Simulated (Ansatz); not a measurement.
Frontier orbitals of AlH₈NSSi₂ (`N[SiH2][AlH][SiH2]S`).

The species carries charge 0 and has multiplicity 1. All single points use the PBE0-D4/def2-TZVP geometry. It is one conformer, not always the lowest. Basis def2-TZVPP, Ansatz 0.2.0.

```json
{"functional": "PBE", "HOMO (eV)": "-5.70", "LUMO (eV)": "-1.62", "gap (eV)": "4.08"}
{"functional": "PBE0", "HOMO (eV)": "-6.79", "LUMO (eV)": "-0.82", "gap (eV)": "5.97"}
{"functional": "B3LYP", "HOMO (eV)": "-6.60", "LUMO (eV)": "-1.00", "gap (eV)": "5.60"}
{"functional": "r2SCAN0", "HOMO (eV)": "-6.93", "LUMO (eV)": "-0.67", "gap (eV)": "6.26"}
{"functional": "LC-ωPBE", "HOMO (eV)": "-9.26", "LUMO (eV)": "1.22", "gap (eV)": "10.48"}
{"functional": "ωB97M-V", "HOMO (eV)": "-8.75", "LUMO (eV)": "0.79", "gap (eV)": "9.54"}
```

From PBE to PBE0 the HOMO moves by −1.09 eV and the LUMO by +0.80 eV, and with ωB97M-V by −3.05 and +2.40 eV, so the gap grows from 4.09 to 9.54 eV with exact exchange. A positive LUMO is unbound and depends on the basis.

B3LYP here is the variant with VWN-RPA as its local correlation; programs differ in this. LC-ωPBE has ω = 0.4 bohr⁻¹.
